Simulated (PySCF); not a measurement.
BiF2HO. Atoms are numbered in the order given.

```xyz
5

Bi     0.0119     0.2711     0.0000
F      0.8506    -0.8541     1.4707
F      0.8506    -0.8541    -1.4707
O     -1.8229    -0.6844     0.0000
H     -1.7139    -1.6494     0.0000
```

Coordinates come from a r2SCAN-D4/def2-SVP optimisation. The def2 effective core potentials stand for the cores of Bi; spin–orbit coupling is left out. Other conformers were not sampled.

Computed with ωB97X/def2-TZVPD (PySCF).

Isolated molecule, no solvent.

Computed frontier levels, gap, dipole moment and polarisability:
- highest occupied level: -11.81 eV
- lowest empty level: 0.14 eV
- orbital gap: 11.95 eV
- dipole moment: 3.72 D
- quadrupole, principal values (traceless, Buckingham form, about the centre of nuclear charge): -6.14, -5.09, 11.22 D·Å
- mean static polarisability: 45.6 bohr³ (6.76 Å³)
- polarisability, principal values: 42.8, 44.2, 49.9 bohr³
